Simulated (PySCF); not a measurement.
CH₁₁N₃Si₂, SMILES NC[Si@@H]([SiH2]N)N.

Geometry optimised at ωB97X-D3(BJ)/def2-SVP. The structure was generated by enumeration; whether it is a known compound was not checked. The values are those of a single conformer.

All values below come from ωB97X-D3(BJ)/def2-SVP in PySCF.

Frequencies are harmonic and unscaled.

```json
[
 {"mode": "1", "ν (cm⁻¹)": "42", "IR (km/mol)": "0.6", "moving atoms (share of kinetic energy)": "N 59 %, H 25 %, Si 12 %"},
 {"mode": "2", "ν (cm⁻¹)": "77", "IR (km/mol)": "4.4", "moving atoms (share of kinetic energy)": "N 44 %, H 31 %, C 14 %, Si 11 %"},
 {"mode": "3", "ν (cm⁻¹)": "108", "IR (km/mol)": "5.9", "moving atoms (share of kinetic energy)": "Si 35 %, H 29 %, N 29 %"},
 {"mode": "4", "ν (cm⁻¹)": "162", "IR (km/mol)": "16.4", "moving atoms (share of kinetic energy)": "H 62 %, N 31 %"},
 {"mode": "5", "ν (cm⁻¹)": "166", "IR (km/mol)": "9.4", "moving atoms (share of kinetic energy)": "N 52 %, H 38 %, Si 8 %"},
 {"mode": "6", "ν (cm⁻¹)": "201", "IR (km/mol)": "48.9", "moving atoms (share of kinetic energy)": "H 47 %, N 36 %, Si 9 %"},
 {"mode": "7", "ν (cm⁻¹)": "250", "IR (km/mol)": "61.1", "moving atoms (share of kinetic energy)": "H 54 %, N 30 %, C 10 %"},
 {"mode": "8", "ν (cm⁻¹)": "282", "IR (km/mol)": "72.1", "moving atoms (share of kinetic energy)": "H 61 %, Si 22 %, N 12 %"},
 {"mode": "9", "ν (cm⁻¹)": "316", "IR (km/mol)": "49.3", "moving atoms (share of kinetic energy)": "Si 34 %, H 34 %, N 25 %"},
 {"mode": "10", "ν (cm⁻¹)": "374", "IR (km/mol)": "62.7", "moving atoms (share of kinetic energy)": "H 71 %, N 16 %, Si 9 %"},
 {"mode": "11", "ν (cm⁻¹)": "390", "IR (km/mol)": "51.0", "moving atoms (share of kinetic energy)": "H 88 %, N 8 %"},
 {"mode": "12", "ν (cm⁻¹)": "455", "IR (km/mol)": "4.7", "moving atoms (share of kinetic energy)": "Si 51 %, H 39 %"},
 {"mode": "13", "ν (cm⁻¹)": "497", "IR (km/mol)": "134.2", "moving atoms (share of kinetic energy)": "H 85 %, N 12 %"},
 {"mode": "14", "ν (cm⁻¹)": "524", "IR (km/mol)": "72.7", "moving atoms (share of kinetic energy)": "H 68 %, Si 27 %"},
 {"mode": "15", "ν (cm⁻¹)": "664", "IR (km/mol)": "3.1", "moving atoms (share of kinetic energy)": "H 39 %, C 39 %, Si 14 %"},
 {"mode": "16", "ν (cm⁻¹)": "696", "IR (km/mol)": "58.9", "moving atoms (share of kinetic energy)": "H 89 %"},
 {"mode": "17", "ν (cm⁻¹)": "710", "IR (km/mol)": "12.1", "moving atoms (share of kinetic energy)": "H 88 %"},
 {"mode": "18", "ν (cm⁻¹)": "730", "IR (km/mol)": "82.0", "moving atoms (share of kinetic energy)": "H 72 %, Si 16 %, C 9 %"},
 {"mode": "19", "ν (cm⁻¹)": "780", "IR (km/mol)": "74.2", "moving atoms (share of kinetic energy)": "H 83 %, N 14 %"},
 {"mode": "20", "ν (cm⁻¹)": "820", "IR (km/mol)": "209.3", "moving atoms (share of kinetic energy)": "H 68 %, N 21 %, Si 9 %"},
 {"mode": "21", "ν (cm⁻¹)": "838", "IR (km/mol)": "14.1", "moving atoms (share of kinetic energy)": "H 35 %, N 33 %, Si 31 %"},
 {"mode": "22", "ν (cm⁻¹)": "855", "IR (km/mol)": "94.6", "moving atoms (share of kinetic energy)": "N 47 %, Si 31 %, H 21 %"},
 {"mode": "23", "ν (cm⁻¹)": "890", "IR (km/mol)": "67.8", "moving atoms (share of kinetic energy)": "H 73 %, N 15 %"},
 {"mode": "24", "ν (cm⁻¹)": "934", "IR (km/mol)": "117.5", "moving atoms (share of kinetic energy)": "H 77 %, C 10 %, N 8 %"},
 {"mode": "25", "ν (cm⁻¹)": "949", "IR (km/mol)": "120.4", "moving atoms (share of kinetic energy)": "H 73 %, Si 16 %, N 11 %"},
 {"mode": "26", "ν (cm⁻¹)": "1000", "IR (km/mol)": "90.0", "moving atoms (share of kinetic energy)": "H 96 %"},
 {"mode": "27", "ν (cm⁻¹)": "1081", "IR (km/mol)": "8.9", "moving atoms (share of kinetic energy)": "H 81 %, N 14 %"},
 {"mode": "28", "ν (cm⁻¹)": "1115", "IR (km/mol)": "2.6", "moving atoms (share of kinetic energy)": "C 38 %, H 38 %, N 24 %"},
 {"mode": "29", "ν (cm⁻¹)": "1274", "IR (km/mol)": "4.8", "moving atoms (share of kinetic energy)": "H 79 %, C 14 %"},
 {"mode": "30", "ν (cm⁻¹)": "1348", "IR (km/mol)": "2.8", "moving atoms (share of kinetic energy)": "H 68 %, C 24 %"},
 {"mode": "31", "ν (cm⁻¹)": "1471", "IR (km/mol)": "5.4", "moving atoms (share of kinetic energy)": "H 92 %"},
 {"mode": "32", "ν (cm⁻¹)": "1539", "IR (km/mol)": "43.3", "moving atoms (share of kinetic energy)": "H 89 %, N 11 %"},
 {"mode": "33", "ν (cm⁻¹)": "1553", "IR (km/mol)": "58.4", "moving atoms (share of kinetic energy)": "H 90 %, N 10 %"},
 {"mode": "34", "ν (cm⁻¹)": "1645", "IR (km/mol)": "21.2", "moving atoms (share of kinetic energy)": "H 92 %"},
 {"mode": "35", "ν (cm⁻¹)": "2181", "IR (km/mol)": "176.5", "moving atoms (share of kinetic energy)": "H 96 %"},
 {"mode": "36", "ν (cm⁻¹)": "2220", "IR (km/mol)": "136.1", "moving atoms (share of kinetic energy)": "H 97 %"},
 {"mode": "37", "ν (cm⁻¹)": "2242", "IR (km/mol)": "140.9", "moving atoms (share of kinetic energy)": "H 97 %"},
 {"mode": "38", "ν (cm⁻¹)": "2987", "IR (km/mol)": "49.5", "moving atoms (share of kinetic energy)": "H 94 %"},
 {"mode": "39", "ν (cm⁻¹)": "3090", "IR (km/mol)": "17.3", "moving atoms (share of kinetic energy)": "H 92 %, C 8 %"},
 {"mode": "40", "ν (cm⁻¹)": "3541", "IR (km/mol)": "2.0", "moving atoms (share of kinetic energy)": "H 96 %"},
 {"mode": "41", "ν (cm⁻¹)": "3598", "IR (km/mol)": "21.0", "moving atoms (share of kinetic energy)": "H 96 %"},
 {"mode": "42", "ν (cm⁻¹)": "3614", "IR (km/mol)": "23.1", "moving atoms (share of kinetic energy)": "H 96 %"},
 {"mode": "43", "ν (cm⁻¹)": "3620", "IR (km/mol)": "2.0", "moving atoms (share of kinetic energy)": "H 92 %, N 8 %"},
 {"mode": "44", "ν (cm⁻¹)": "3696", "IR (km/mol)": "30.0", "moving atoms (share of kinetic energy)": "H 91 %, N 9 %"},
 {"mode": "45", "ν (cm⁻¹)": "3718", "IR (km/mol)": "34.6", "moving atoms (share of kinetic energy)": "H 91 %, N 9 %"}
]
```
